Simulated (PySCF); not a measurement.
Species: GaH₅OSi.
Geometry (PBE0-D3(BJ)/def2-SVP, Å), atoms numbered from 1 in this order:
```xyz
8
GaH5OSi angstrom
Si     1.446   -0.374    0.325
O     -0.003   -0.401   -0.470
Ga    -1.580    0.437   -0.530
H      2.565   -0.487   -0.658
H      1.622    0.899    1.097
H      1.536   -1.518    1.284
H     -2.534   -0.089   -1.643
H     -1.793    1.571    0.525
```

Method used: PBE0-D3(BJ)/def2-SVP geometry optimisation, gas phase (PySCF 2.14.0).

Problem. Which atoms are bound to Ga3, and at what distances?

Solution. 3 atoms: H7 1.558 Å, H8 1.564 Å, O2 1.787 Å. The nearest atom not counted as bound is Si1, at 3.25 Å.

Problem. List the angles at Ga3.

Solution. 
```
    angle  degrees  distance of the outer atoms (Å)
H7–Ga3–H8    130.1                             2.83
O2–Ga3–H8    116.0                             2.84
O2–Ga3–H7    114.0                             2.81
```

Problem. What is the shape at Ga3?

Solution. Planar: angles 130.1°, 116.0° and 114.0°, sum 360.0°, 0.00 Å off the plane of its three neighbours.

Problem. What are the other bond lengths?

Solution. Si1–O2 1.653 Å; Si1–H4, Si1–H5, Si1–H6 1.497 Å.

Problem. Give some angles away from the centre.

Solution. Si1–O2–Ga3 141.5°.

Problem. What are the rotational constants (commonest isotopes, rigid rotor)?

Solution. A = 36209, B = 2031, C = 1967 MHz: a near-prolate asymmetric top.

Charge 0, singlet. No PBE0-D3(BJ)/def2-SVP frequencies stand behind this structure, so it isn't proved a minimum.

Hardware: one thread of an Intel Xeon 6975P-C, shared host with 192 logical CPUs at a one-minute load of 70. Cost: 26 s of wall time, 0.37 GiB resident at most. These figures are those of the optimisation.

One conformer stands for the species.
